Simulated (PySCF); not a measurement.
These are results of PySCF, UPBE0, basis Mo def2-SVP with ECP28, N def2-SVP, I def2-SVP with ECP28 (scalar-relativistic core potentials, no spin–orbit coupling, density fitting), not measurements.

```xyz
3
charge 0 multiplicity 3, angstrom
Mo   -0.0001   -0.5031   -1.2825
N     0.0001    0.6370   -2.4172
I     0.0001    0.3178    1.2560
```

IMoN (triplet), along the line from Mo1 (at 0) through N2 (at 1.609 Å). Core electrons replaced by a potential are absent, the electrostatic potential uses the reduced nuclear charge, and values within about 0.7 Å of such atoms have no physical meaning.

Task: Tabulate the fields along this line at 0.80, 0.97, 1.13, 1.29, 1.45, 1.69, 1.85, 2.01, 2.17, 2.33, 2.49 Å.

Result: 
| distance (Å) | electron density (e/Å³) | spin density (e/Å³) | electron localisation function | electrostatic potential (V) |
| --- | --- | --- | --- | --- |
| 0.80 | 2.55 | 0.0502 | 0.532 | 37.1 |
| 0.97 | 2.45 | -0.0288 | 0.666 | 29.8 |
| 1.13 | 3.13 | -0.126 | 0.749 | 45 |
| 1.29 | 4.31 | -0.239 | 0.265 | 104 |
| 1.45 | 25.3 | -0.249 | 0.661 | 328 |
| 1.69 | 172 | -0.211 | 0.998 | 858 |
| 1.85 | 6.54 | -0.234 | 0.108 | 172 |
| 2.01 | 3.14 | -0.158 | 0.685 | 61.5 |
| 2.17 | 1.78 | -0.0805 | 0.919 | 23.6 |
| 2.33 | 0.935 | -0.0404 | 0.933 | 8.65 |
| 2.49 | 0.461 | -0.0197 | 0.911 | 2.56 |

Other spin states or occupations of the open shell can lie lower. With an element this heavy the missing spin–orbit coupling can shift these numbers.
